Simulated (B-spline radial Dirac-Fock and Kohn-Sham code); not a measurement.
**Scattering functions of Lu⁺**

System: the Lu⁺ ion, [Xe] 4f14 6s2.

Input file task.json (cfg lists n, l and occupation; rrms is the nuclear radius in fm):

```json
{"items": [{
  "Z": 71,
  "q": 1,
  "cfg": [[1, 0, 2], [2, 0, 2], [2, 1, 6], [3, 0, 2], [3, 1, 6], [3, 2, 10], [4, 0, 2], [4, 1, 6], [4, 2, 10], [4, 3, 14], [5, 0, 2], [5, 1, 6], [6, 0, 2]],
  "A": 175,
  "rrms": 5.37,
  "do": ["scatter"],
  "s": [0.0, 0.05, 0.1, 0.15, 0.2, 0.25, 0.3, 0.35, 0.4, 0.45, 0.5, 0.6, 0.7, 0.8, 0.9, 1.0, 1.1, 1.2, 1.4, 1.6, 1.8, 2.0, 2.5, 3.0, 3.5, 4.0, 5.0, 6.0],
  "pz": [0, 0.1, 0.2, 0.3, 0.4, 0.5, 0.6, 0.8, 1.0, 1.2, 1.4, 1.6, 1.8, 2.0, 2.5, 3.0, 4.0, 5.0, 7.0, 10.0, 15.0, 20.0, 30.0, 40.0, 60.0, 100.0],
  "hv_scatter": [1000, 8047.8, 10000, 17479.3, 20000, 100000, 200000, 1000000]
}]}
```

Run with: `python xray_run.py task.json out`

Model: Dirac-Fock orbitals of the configuration average with a finite nucleus. Program: a radial atomic solver. f₀ is the Fourier transform of the spherical electron density, S the Waller-Hartree incoherent function, and s = sin θ/λ. The electron scattering factor follows from the Mott-Bethe formula f_e = 0.023934 Å⁻¹·(Z − f₀)/s².

```tsv
s (Å⁻¹)	f₀	S	f_e (Å)
0	70.000	0.000	–
0.05	68.982	1.368	19.319
0.1	66.461	3.987	10.865
0.15	63.329	6.545	8.160
0.2	60.036	9.053	6.560
0.25	56.684	11.467	5.482
0.3	53.331	13.729	4.699
0.35	50.065	15.870	4.090
0.4	46.966	17.906	3.595
0.45	44.080	19.823	3.182
0.5	41.420	21.607	2.832
0.6	36.728	24.802	2.279
0.7	32.737	27.638	1.869
0.8	29.321	30.235	1.559
0.9	26.406	32.634	1.318
1	23.947	34.860	1.126
1.1	21.902	36.939	0.971
1.2	20.221	38.895	0.844
1.4	17.710	42.475	0.651
1.6	15.939	45.590	0.515
1.8	14.533	48.215	0.417
2	13.274	50.387	0.345
2.5	10.368	54.391	0.232
3	8.006	57.202	0.168
3.5	6.420	59.349	0.126
4	5.465	61.052	0.098
5	4.432	63.551	0.064
6	3.660	65.251	0.045
```

f₀ starts at the number of electrons, 70, and has fallen to half at s ≈ 0.64 Å⁻¹. The sum of ⟨r²⟩ over the electrons is 58.33 bohr². For an ion f_e diverges as s goes to zero, because of the net charge.

Values without a named source are computed, but for edge energies of neutral atoms, which are taken from tables.
